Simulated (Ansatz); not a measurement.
`CB[SiH2]N`, charge 0, multiplicity 1.

Q: Give a relaxed structure at PBE0-D4/def2-TZVP (Ansatz 0.2.0). (Estimate.)

A: Computed: 
Z-matrix (Å, degrees):
```
C
B 1 1.555
H 1 1.091 2 116.6
H 1 1.102 2 106.0 3 -119.8
H 1 1.095 2 111.8 3 127.1
Si 2 2.013 1 122.7 3 11.2
H 2 1.204 1 117.3 3 -172.6
N 6 1.726 2 111.4 1 -169.8
H 6 1.493 2 111.6 1 -49.2
H 6 1.505 2 106.3 1 64.3
H 8 1.007 6 118.8 2 -38.1
H 8 1.007 6 120.8 2 179.0
```
This is one stationary point; other conformers may exist.
